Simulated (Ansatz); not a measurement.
Reaction (cleavage of the B–Si bond): `C[SiH](O)BO` + H–F → `OBF` + `C[SiH2]O`

Gas-phase electronic energies from Ansatz, PBE0-D4/def2-TZVP geometries. CCSD(T)/CBS adds triple-zeta CCSD(T) − MP2 to the extrapolated MP2 energy (def2 sets, frozen cores). This one scheme is used for every species. DFT in def2-TZVPP. Each species was taken in one conformer, which may not be the lowest.

```json
{"level": "r2SCAN0-D4", "ΔE (kJ/mol)": "-191.4"}
{"level": "PBE-QIDH", "ΔE (kJ/mol)": "-187.1"}
{"level": "revPBE", "ΔE (kJ/mol)": "-176.8"}
{"level": "BLYP", "ΔE (kJ/mol)": "-193.6"}
```

Problem. What does CCSD(T)/CBS give? (Estimate.)

Solution. Ansatz gave: -181.3 kJ/mol. The listed levels differ from it by -10.1, -5.8, 4.5, -12.3 kJ/mol.

Largest T1 diagnostic among the species: 0.013.

Leaving LDA and LC-ωPBE aside and taking each functional with its dispersion term where it has one, the values, not all of them listed here, spread over 27.9 kJ/mol, from BHLYP-D4 to revPBE-D4. LDA lies −4.3 kJ/mol from PBE without D4. From BLYP to BHLYP (50 % exact exchange), in def2-TZVPP and without D4, ΔE moves by −10.2 kJ/mol. At CCSD(T), def2-SVP lies −25.3 kJ/mol from the extrapolated value and def2-TZVPP −3.9 kJ/mol.
